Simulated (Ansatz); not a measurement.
Isolated molecules relaxed with PBE0-D4/def2-TZVP in Ansatz; ΔE leaves out vibrations. CBS: MP2 limit from def2 TZ/QZ plus the TZ coupled-cluster correction, frozen cores. This one scheme is used for every species. For Ge outer-core shells are correlated without core-valence functions, which leaves a few kJ/mol of doubt a bond. Scalar relativity is left out up to krypton. Each species was taken in one conformer, which may not be the lowest.

Reaction (ligand exchange at the Si–C bond): `O[SiH2]C#[C][GeH2][OH]` + `N[SiH2]N` → `N[SiH2]N[SiH2]O` + `C#[C][GeH2][OH]`

```json
{"species": "`O[SiH2]C#[C][GeH2][OH]`", "MP2/CBS(def2) energy (Eh)": "-2595.19951"}
{"species": "`N[SiH2]N`", "MP2/CBS(def2) energy (Eh)": "-402.10168"}
{"species": "`N[SiH2]N[SiH2]O`", "MP2/CBS(def2) energy (Eh)": "-767.61319"}
{"species": "`C#[C][GeH2][OH]`", "MP2/CBS(def2) energy (Eh)": "-2229.69942"}
```

Work out ΔE.

ΔE = (-767.61319) + (-2229.69942) − (-2595.19951) − (-402.10168) = -0.01142 Eh = -0.31 eV. CCSD(T)/CBS gives -0.32 eV.

Largest T1 diagnostic among the species: 0.012.

The D4 term adds −0.04 eV with B3LYP and −0.02 eV with PBE0; it sums over pairs of atoms, weighted by their polarisabilities, and B3LYP, whose exchange is more repulsive, gets the larger term. From PBE to PBE0 (25 % exact exchange), in def2-TZVPP and without D4, ΔE moves by −0.03 eV.

B3LYP here is the variant with VWN-RPA as its local correlation; programs differ in this.
